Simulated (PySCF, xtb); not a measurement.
1-[(1R,2R)-2-fluorocyclopropyl]ethanone (C5H7FO), SMILES CC(=O)[C@H]1C[C@H]1F. The values are those of a single conformer.

Harmonic wavenumbers (cm⁻¹) from xtb with GFN2-xTB at its own minimum, in rising order: 50, 122, 133, 211, 359, 406, 422, 580, 623, 781, 826, 861, 971, 973, 1000, 1042, 1053, 1066, 1076, 1130, 1151, 1223, 1305, 1357, 1367, 1439, 1451, 1459, 1770, 3021, 3027, 3028, 3059, 3062, 3093, 3118.

Task: What does B3LYP-D3(BJ)/def2-SVP (PySCF) give at its own minimum? (The exact figures need the calculation; the answer reports its results.)

Result: 61, 131, 151, 235, 367, 432, 449, 595, 650, 756, 789, 836, 950, 971, 1016, 1050, 1065, 1093, 1114, 1170, 1185, 1241, 1358, 1383, 1396, 1432, 1447, 1469, 1827, 3030, 3104, 3128, 3152, 3162, 3163, 3234. Paired by order, the mean absolute difference is 34 cm⁻¹ and the zero-point energies are 68.1 and 69.5 kcal/mol.
